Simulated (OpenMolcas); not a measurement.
La⁺: CASPT2 settings compared

| Property | Result |
| --- | --- |
| Program | OpenMolcas |
| Basis | ANO-RCC-VDZ [7s6p4d2f] |
| Scalar Hamiltonian | DKH2, point nucleus |
| Active space | 2 electrons in 6 orbitals (5d 6s) |
| State averaging | 2S+1 = 3 even, 15 roots; 2S+1 = 1 even, 20 roots |
| Spin-orbit coupling | RASSI with atomic mean-field integrals over the reference wave functions, term energies averaged over their components |

Methods on the same reference wave functions:
A. CASSCF
B. SS-CASPT2, IPEA 0.5 Eh, imaginary shift 0.1 Eh (closed shells correlated: 5s 5p)
C. SS-CASPT2, IPEA 0.6 Eh, real shift 0.3 Eh (closed shells correlated: none)
D. MS-CASPT2, IPEA 0.5 Eh, imaginary shift 0.1 Eh (closed shells correlated: 5s 5p)
E. MS-CASPT2, IPEA 0.6 Eh, real shift 0.3 Eh (closed shells correlated: none)
F. XMS-CASPT2, IPEA 0.2 Eh, no level shift (closed shells correlated: none)

Energies in cm⁻¹ above 5d² ³F₂, the measured ground level; measured values from NIST Handbook of Basic Atomic Spectroscopic Data.

```tsv
Level	A	B	C	D	E	F	Measured
5d² ³F₂ [58 %]	0.0	0.0	0.0	0.0	0.0	0.0	0.0
5d² ³F₃	1076	1319	1140	1309	1135	1158	1016
5d 6s ³D₁	1687	1289	1863	1280	1858	1603	1895
5d² ³F₄	2109	2340	2170	2330	2160	2180	1971
5d 6s ³D₂ [71 %]	2458	2000	2540	2010	2540	2310	2592
5d 6s ³D₃	3023	2630	3200	2620	3190	2940	3250
5d² ³P₀ [56 %]	7123	7120	6340	7110	6340	5160	5250
5d² ³P₁	7649	7130	6920	7120	6910	5950	5718
5d² ³P₂	8199	7630	7440	7590	7440	6450	6227
6s² ¹S₀ [56 %]	8729	5500	7780	5490	7780	6350	7395
5d² ¹G₄	10034	8330	8950	8320	8940	8680	7473
5d 6s ¹D₂	14586	10350	11120	10440	11120	9230
```

Deviations, from unrounded energies. A percentage is the sum of absolute deviations over the sum of measured energies, with the sign that they share, or ± where signs differ.

```tsv
Against measurement	Levels	A	B	C	D	E	F
mean absolute deviation (cm-1)	10	1000	990	580	990	580	400
fine structure of the ground term (%)	2	+6.7	+22.5	+10.7	+21.9	+10.4	+11.9
other terms of the ground configuration (%)	4	+33.8	+22.4	+20.2	+22.2	+20.1	±7.1
other configurations (%)	4	±12.6	-24.5	±3.5	-24.7	±3.5	-12.7
```

F lies closest to measurement on these levels and A furthest from it. The largest miss of F in the table is 5d² ¹G₄, by +1200 cm-1. The ranking rests on the paired levels alone, and a cruder setting can come out closer through cancelling errors.

Among B to F the level of the table that moves most is 6s² ¹S₀ [56 %], by 2300 cm-1 (lowest in D, highest in C). Moves below CASPT2's spread within the term are not significant.

The mean deviations of B to F differ by less than CASPT2's widest spread within a term (640 cm-1), so their order carries little weight.

From A to B the spin-free energies of the other terms of 5d² shown, above ³F, scale by factors of 0.77 to 0.88, as is usual when dynamic correlation screens the repulsion within a d or f shell.

The lowest spin-free term lies below A's lowest term by 0.169 hartree in B, 0.004 hartree in C, 0.169 hartree in D, 0.004 hartree in E, 0.006 hartree in F.

CASPT2 breaks the degeneracy within a term, and the mean is taken; among the terms shown or strongly mixed into the levels shown the widest spread is 640 cm-1 (5d² ¹G, D). Over all roots computed the reference weight is 0.94 to 0.99 in F; the roots of lowest weight are the least certain, and an intruder state may touch them. Some levels mix across a computed gap that differs much from the measured one, so their mixing is not that of the real levels. Configurations are named by rounded mean occupations; where the s occupation lies near a half they are strongly mixed, a name can repeat and a true partner stay unpaired. A single d shell beside an s shell can misplace configurations of different d count against each other. Without dynamic correlation excited terms often stand tens of per cent too high (terms of higher spin than the ground term too low), and those without a measured partner can miss by more than the paired ones (holds for A). Some terms miss by over 15 % even with CASPT2, which points to a basis or an active space too small for the shells correlated (holds for B; C; D; E; F). The CASPT2 spread within a term exceeds the gap to the next term for 5d² ³F and 5d 6s ³D, so the order of their levels is uncertain, and so are names and mixing where such terms share a J (holds for D). Measured partners are found by configuration, term and J. A level has none where our copy of the source lacks it or the pairing is in doubt (some pairs that miss far off the trend of their configuration count as doubtful), and it then counts in no deviation. Only configurations of the active space appear. Levels that lie high or do not pair safely by name in every column are left out.

A share in square brackets marks a mixed level and gives the weight of the term that names it, the lowest over the columns.
